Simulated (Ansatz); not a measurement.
`CB(F)BC=N`, relaxed with RKS PBE0-D4/def2-TZVP in the Gaussian-basis code of Ansatz from a PBE-D4/def2-SVP geometry. The force threshold is 0.005 eV/Å; the program also tests the step.

Charge 0, multiplicity 1.

Start:

```xyz
12

C     1.573    0.589   -1.223
B     0.188    0.632   -0.479
F    -0.831    1.264   -1.113
B    -0.127   -0.117    1.013
C    -1.135   -1.292    1.111
N    -2.345   -0.864    0.942
H     1.493   -0.155   -2.049
H     2.429    0.287   -0.588
H     1.801    1.562   -1.707
H     0.312    0.318    2.069
H    -0.995   -2.349    1.422
H    -2.366    0.124    0.602
```

Question: How much energy does the relaxation release, and in how many steps? (Best estimate.)

Answer: Computed: 1.83 kcal/mol, in 11 steps.

Question: Which bonds change most? (Best estimate.)

Answer: Computed: B4–H10 from 1.223 to 1.201 Å; N6–H12 from 1.045 to 1.025 Å; C1–H9 from 1.111 to 1.094 Å; C5–N6 from 1.294 to 1.277 Å.

Question: Give the relaxed structure. (Best estimate.)

Answer: The calculation gave: 
```xyz
12

C     1.521    0.525   -1.235
B     0.226    0.770   -0.396
F    -0.680    1.618   -0.904
B    -0.129   -0.004    1.062
C    -1.102   -1.216    1.126
N    -2.321   -1.088    0.765
H     1.257   -0.132   -2.075
H     2.331    0.042   -0.687
H     1.889    1.457   -1.674
H     0.329    0.377    2.105
H    -0.834   -2.173    1.587
H    -2.487   -0.176    0.327
```
